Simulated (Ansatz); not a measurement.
CH$_{5}$GeO (`[CH3][GeH][OH]`) radical, relaxed with UKS PBE0-D4/def2-TZVP in the Gaussian-basis code of Ansatz from a PBE-D4/def2-SVP geometry. The force threshold is 0.005 eV/Å; the program also tests the step.

The species carries charge 0 and has multiplicity 2.

Start:

```xyz
8

C    -0.123    0.498   -1.101
Ge   -0.363   -0.774    0.389
O    -0.064    0.258    1.856
H    -0.200   -0.032   -2.071
H     0.880    0.961   -1.011
H    -0.893    1.291   -1.057
H     0.749   -1.905    0.340
H     0.014   -0.297    2.655
```

```
step  energy (eV)  largest force (eV/Å)  largest move (Å)
   1  -59674.1495                 0.844             0.000
   2  -59674.1815                 0.297             0.030
   3  -59674.1853                 0.065             0.019
   4  -59674.1861                 0.029             0.011
   5  -59674.1862                 0.023             0.003
   6  -59674.1863                 0.007             0.006
   7  -59674.1863                 0.002             0.004
```

End:

```xyz
8

C    -0.119    0.497   -1.097
Ge   -0.346   -0.767    0.375
O    -0.082    0.238    1.835
H    -0.207   -0.017   -2.055
H     0.870    0.953   -1.018
H    -0.878    1.277   -1.037
H     0.740   -1.893    0.363
H     0.021   -0.287    2.633
```

Run time 15 s (4 threads of a server CPU on a shared host); peak host memory 0.42 GiB.
